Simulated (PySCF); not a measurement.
Si(Br)2(OH)2 (Br₂H₂O₂Si), SMILES O[Si](Br)(O)Br. Geometry optimised at PBE-D3(BJ)/def2-SVP. One conformer was computed; it need not be the lowest.

Computed equilibrium geometry at PBE-D3(BJ)/def2-SVP (PySCF confirms it by a frequency run) as a Z-matrix, and its point group (one conformer of several):
point group C2.
```
Si
O 1 1.6620
H 2 0.9752 1 114.13
O 1 1.6620 2 114.28 3 -73.20
H 4 0.9752 1 114.13 2 -73.20
Br 1 2.2216 2 110.68 3 44.82
Br 1 2.2216 2 104.80 3 165.48
```
Charge 0, spin multiplicity 1.
